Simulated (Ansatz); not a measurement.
Cost and result for the atomization energy of CH₇FSiSn (`[CH3][SnH2][SiH2]F`) (11 atoms, 10 bonds).

Cartesian coordinates in Å:
```
C 1.5207 0.4265 1.1364
Sn -0.5694 0.3908 0.6599
Si -0.9707 -0.7565 -1.6051
F -0.1359 0.0224 -2.7397
H 1.6722 0.9339 2.0891
H 2.0678 0.9571 0.3575
H 1.9023 -0.5918 1.2097
H -1.4160 -0.4653 1.8784
H -1.1745 1.9910 0.6274
H -2.4003 -0.7415 -2.0131
H -0.4962 -2.1666 -1.6004
```

Total charge 0; spin multiplicity 1. Correlated methods include outer-core shells of Sn, which these sets cover unevenly. Sn: def2 effective core potential. The geometry is a stationary point of PBE0-D4/def2-TZVP. It is one conformer, not always the lowest. Program: Ansatz. All runs use 4 threads of an Arm Neoverse V2 on a shared host. Times are those of one run each, without the atoms' runs, and a repeat can differ threefold. Electronic energies, without spin–orbit coupling; frozen cores. CCSD(T)/CBS adds CCSD(T) − MP2 in def2-TZVPP to the MP2 limit, and its time is that of the two runs behind it. T1 = 0.012. With those shells the extrapolation isn't a true limit. B3LYP takes the VWN-RPA correlation (the form of Gaussian; ORCA's B3LYP/G).

CCSD(T)/CBS is a level of theory with its own doubt, some kJ/mol a heavy atom from the limit and from the frozen cores, so smaller differences don't rank the functionals.

```json
{"level": "PBE-D4/def2-TZVPP (with forces)", "functions": "252", "wall time": "2.6 s", "atomization (kcal/mol)": "830.4", "difference from CCSD(T)/CBS": "-8.1", "per bond": "-0.8"}
{"level": "PBE0-D4/def2-TZVPP", "functions": "252", "wall time": "3.2 s", "atomization (kcal/mol)": "823.5", "difference from CCSD(T)/CBS": "-15.0", "per bond": "-1.5"}
{"level": "r2SCAN-D4/def2-TZVPP (with forces)", "functions": "252", "wall time": "4.9 s", "atomization (kcal/mol)": "831.0", "difference from CCSD(T)/CBS": "-7.5", "per bond": "-0.8"}
{"level": "B3LYP-D4/def2-TZVPP (with forces)", "functions": "252", "wall time": "5.5 s", "atomization (kcal/mol)": "829.3", "difference from CCSD(T)/CBS": "-9.2", "per bond": "-0.9"}
{"level": "B2PLYP/def2-TZVPP", "functions": "252", "wall time": "6 s", "atomization (kcal/mol)": "820.5", "difference from CCSD(T)/CBS": "-18.0", "per bond": "-1.8"}
{"level": "ωB97X-V/def2-TZVPP", "functions": "252", "wall time": "8 s", "atomization (kcal/mol)": "838.0", "difference from CCSD(T)/CBS": "-0.5", "per bond": "-0.1"}
{"level": "ωB97M-V/def2-TZVPP (with forces)", "functions": "252", "wall time": "12 s", "atomization (kcal/mol)": "832.1", "difference from CCSD(T)/CBS": "-6.4", "per bond": "-0.6"}
{"level": "MP2/def2-QZVPP", "functions": "476", "wall time": "22 s", "atomization (kcal/mol)": "828.1", "difference from CCSD(T)/CBS": "-10.4", "per bond": "-1.0"}
{"level": "CCSD(T)/def2-TZVPP", "functions": "252", "wall time": "3.8 min", "atomization (kcal/mol)": "817.1", "difference from CCSD(T)/CBS": "-21.4", "per bond": "-2.1"}
{"level": "CCSD(T)/CBS(def2)", "functions": "–", "wall time": "4.2 min", "atomization (kcal/mol)": "838.5", "difference from CCSD(T)/CBS": "0.0", "per bond": "0.0"}
```

In def2-TZVPP, CCSD(T) changes the Hartree–Fock value by +194.1 kcal/mol (the triples alone add +9.1 kcal/mol) and MP2 by +192.2 kcal/mol; breaking electron pairs costs correlation energy, which Hartree–Fock lacks. The D4 term adds +8.2 kcal/mol with B3LYP and +4.3 kcal/mol with PBE0; it sums over pairs of atoms, weighted by their polarisabilities, and B3LYP, whose exchange is more repulsive, gets the larger term. From PBE to PBE0 (25 % exact exchange), in def2-TZVPP and without D4, the atomization energy moves by −6.1 kcal/mol: exact exchange takes away binding that semilocal exchange gives to molecules.

Spin–orbit coupling would lower the free Sn atoms strongly, and the atomization energy with them, by more than many differences here. For some Ge, Se and Sn compounds the MP2-based and the directly extrapolated limit differ by 10 to 25 kJ/mol.
